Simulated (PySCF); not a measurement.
**TcC at ROHF**

Computed with ROHF; basis Tc def2-TZVPP with ECP28, C def2-TZVPP; scalar-relativistic core potentials; PySCF 2.14.

```json
{
  "state": "⁴Σ⁻ (quartet), unpaired electrons σ ↑, δ ↑↑",
  "bond length": "0.1578 nm",
  "harmonic wavenumber": "1205 cm⁻¹",
  "force constant": "9.16 mdyn/Å",
  "rotational constant Be": "0.6329 cm⁻¹",
  "anharmonicity ωexe": "8.18 cm⁻¹",
  "vibration–rotation constant αe": "0.00437 cm⁻¹",
  "bond order (Mayer)": "2.93",
  "dipole moment (positive dipole means Tc(−)C(+))": "-2.39 D"
}
```

These are scalar-relativistic numbers at best; spin–orbit coupling would shift them, the dissociation energy most. UHF is strongly spin-contaminated for TcC, so the ROHF reference used there is far from stable. Hartree–Fock leaves out correlation, which carries a large part of most bond energies and some tenths to 1 eV of ionisation energies. The state is the lowest single determinant that the PBE0 search found; with open d or f shells the true ground state can be another one.
